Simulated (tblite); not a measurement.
C6H7NO.
SMILES with atom numbers: `[CH3:1][O:2][C@@:3]1([C:4]#[N:5])[CH:6]=[CH:7][CH2:8]1` (hydrogens: H9, H10, H11 on C1; H12 on C6; H13 on C7; H14, H15 on C8)

Structure used (GFN2-xTB), in Å, numbered top down from 1:
```
atom  x, y, z in Å
C1    -1.8271    0.5120   -1.0921
O2    -0.4173    0.5288   -1.1302
C3     0.2002    0.2424    0.0992
C4    -0.1008    1.2182    1.1281
N5    -0.3502    1.9693    1.9539
C6     0.1206   -1.1851    0.6403
C7     1.4295   -1.3850    0.5344
C8     1.7312   -0.0342   -0.0505
H9    -2.1527    0.7451   -2.1038
H10   -2.2204    1.2632   -0.3979
H11   -2.2070   -0.4747   -0.8062
H12   -0.7136   -1.7634    0.9895
H13    2.0798   -2.2051    0.7764
H14    2.0385   -0.0376   -1.0936
H15    2.3850    0.6141    0.5306
```

Computed values, GFN2-xTB/tblite, gas phase, harmonic and unscaled. Against measured fundamentals such values can be off by several per cent, at times by over 20. One conformer, not necessarily the lowest.

Harmonic wavenumbers (cm⁻¹): 77.2, 118.6, 161.7, 168.5, 212.3, 254.1, 407.2, 451.9, 534.2, 553.3, 664.3, 767.7, 824.5, 880.3, 910.0, 997.1, 1023.0, 1026.9, 1032.5, 1070.8, 1133.1, 1145.5, 1181.7, 1186.8, 1206.0, 1243.8, 1404.0, 1431.8, 1467.9, 1483.3, 1654.2, 2393.1, 2924.5, 2941.6, 3001.1, 3022.5, 3033.7, 3125.6, 3145.2.

A = 2722, B = 2159, C = 1528 MHz; mass 109.053 u (most abundant isotopes); point group C1, symmetry number 1.

What is the zero-point energy?

½Σν̃ = 25131 cm⁻¹ = 300.63 kJ/mol.

What is S at 273.15 K and 1 bar for an ideal gas of classical rigid rotors and harmonic oscillators?

Translation 165.55, rotation 115.94, vibration 77.48: S = 359.0 J/(mol K).

And Cp and H(273.15 K) − H(0)?

Cp = 121.17 J/(mol K), of which vibrations give 87.91 (their classical limit is 39 R = 324.3); H(273.15 K) − H(0) = 20.92 kJ/mol without the zero-point energy, 11.84 from vibrations.

How do the functions run with temperature in this model?

| T (K) | S (J/(mol K)) | Cp (J/(mol K)) | H − H(0) (kJ/mol) | G − H(0) (kJ/mol) | ln q(vib) |
| --- | --- | --- | --- | --- | --- |
| 150 | 299.5 | 82.2 | 8.47 | -36.46 | 1.77 |
| 250 | 348.6 | 113.4 | 18.21 | -68.94 | 3.66 |
| 298.15 | 369.9 | 129.7 | 24.06 | -86.24 | 4.58 |
| 400 | 412.8 | 162.9 | 38.99 | -126.12 | 6.54 |
| 600 | 489.2 | 213.8 | 77.00 | -216.49 | 10.39 |
| 900 | 585.7 | 261.5 | 148.93 | -378.21 | 15.92 |

q(vib) and H(0) count from the zero-point level.

What must be added to the electronic energy to get the Gibbs energy at 273.15 K and 1 bar?

ZPE + [H(273.15 K) − H(0)] − T·S = 300.63 + 20.92 − 98.05 = 223.50 kJ/mol.

Hindered rotation and anharmonicity are outside this model. Other conformers, if any are populated, would add a mixing term that is left out. The structure is chiral; the term R ln 2 for an equal mix with its mirror image is left out.
